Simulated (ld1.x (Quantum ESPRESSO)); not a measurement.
## An all-electron radial function and its pseudo partner (Be)

Columns: radius, all-electron u(r) and pseudo u(r) of the 2p shell (level -9.82 eV) of beryllium in the configuration 1s2 2s1 2p0; LDA (PZ), scalar-relativistic, PAW scheme, ld1.x (Quantum ESPRESSO) 7.5.

```
r (bohr)  all-electron  pseudo
   0.200        0.0591  0.0094
   0.400        0.1712  0.0369
   0.600        0.2880  0.0804
   0.800        0.3916  0.1365
   1.000        0.4760  0.2011
   1.200        0.5404  0.2695
   1.400        0.5856  0.3367
   1.600        0.6130  0.3983
   1.800        0.6247  0.4505
   2.000        0.6230  0.4903
   2.200        0.6105  0.5162
   2.400        0.5893  0.5277
   2.600        0.5618  0.5254
   2.800        0.5299  0.5111
   3.000        0.4952  0.4873
   3.200        0.4590  0.4568
   3.400        0.4225  0.4224
   3.600        0.3864  0.3866
   3.800        0.3514  0.3515
   4.000        0.3180  0.3180
   4.200        0.2865  0.2865
   4.400        0.2571  0.2571
   4.600        0.2298  0.2298
   4.800        0.2049  0.2049
   5.000        0.1820  0.1820
   5.200        0.1613  0.1613
```

Question: How many radial nodes do the two functions have?

Answer: The all-electron 2p function has n − l − 1 = 0; the pseudo-wave has 0.

Question: At about which radius was the pseudo-wave matched?

Answer: 4.00 bohr. The columns agree to 0.0005 from 3.40 bohr on; several derivatives are matched, so the curves merge somewhat inside the radius.

Question: Is the pseudo-wave norm-conserving?

Answer: No, it belongs to a PAW set: the norm inside the radius is not constrained, and the difference is carried by the augmentation charge.
